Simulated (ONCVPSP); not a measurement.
# What one change does to a pseudopotential (Ru, ONCV)

* Element: Ru
* Generator: ONCVPSP 4.0.1
* Type: optimised norm-conserving Vanderbilt (ONCV)
* Functional: PBEsol
* Relativity: scalar-relativistic
* Frozen core: [Ar] 3d10
* Valence charge: 16
* Reference configuration: 4s2 4p6 4d7 5s0.75 (charge +0.25)
* Partial waves: 4s+5s: rc 1.60 bohr, ncon 3, nbas 6, qcut 7.1 1/bohr, 3 projectors, debl 3.9 Ha; 4p: rc 1.60 bohr, ncon 4, nbas 9, qcut 9.8 1/bohr, 2 projectors, debl 3 Ha; 4d: rc 2.00 bohr, ncon 4, nbas 9, qcut 8.2 1/bohr, 1 projector
* Local potential: polynomial inside 1.55 bohr (lpopt 2, dvloc0 -1 Ha)
* Core correction: none

Change: p: qcut 12.5.

Cutoffs: the cutoffs (Ha) at which the residual kinetic energy of the hardest occupied pseudo-wave falls to 1 and 0.1 mHa per electron; they do not see the model core or the augmentation charge, which bear on the density cutoff. Errors are all-electron minus pseudo energies relative to the spin-unpolarised reference configuration.

What does the change do?

The potential gets harder (26 Ha and 33 Ha → 41 Ha and 50 Ha); the errors of the 4 common tests hardly move; neither file shows a bound ghost. The waves are optimised to have the least kinetic energy above qcut, so the cutoff follows it (qcut²/2 in Ha).

| quantity | base | changed |
| --- | --- | --- |
| cutoff, loose | 26 Ha | 41 Ha |
| cutoff, tight | 33 Ha | 50 Ha |
| loose cutoff by channel | s 19 Ha, p 26 Ha, d 21 Ha | s 19 Ha, p 41 Ha, d 21 Ha |
| bound ghosts | none | none |
| GHOST(+) flags under 300 eV | none | none |
| error for 4s2 4p6 4d7 5s1, meV [ΔE -1.25 eV] | +0.3 | +0.3 |
| error for 4s2 4p6 4d7 5s0, meV [ΔE 6.05 eV] | -1.1 | -1.0 |
| error for 4s2 4p6 4d6 5s0, meV [ΔE 24.23 eV] | -3.4 | -3.4 |
| error for 4s2 4p6 4d7.5 5s0.5, meV [ΔE -1.56 eV] | -0.8 | -0.8 |
| s: phases at 1.62 bohr within 0.05 rad from the reference energy up to (Ha; the scan ends near 5) | to the end of the scan | to the end of the scan |
| p: phases at 1.62 bohr within 0.05 rad from the reference energy up to (Ha; the scan ends near 5) | to the end of the scan | to the end of the scan |
| d: phases at 2.04 bohr within 0.05 rad from the reference energy up to (Ha; the scan ends near 5) | 1.7 | 1.7 |
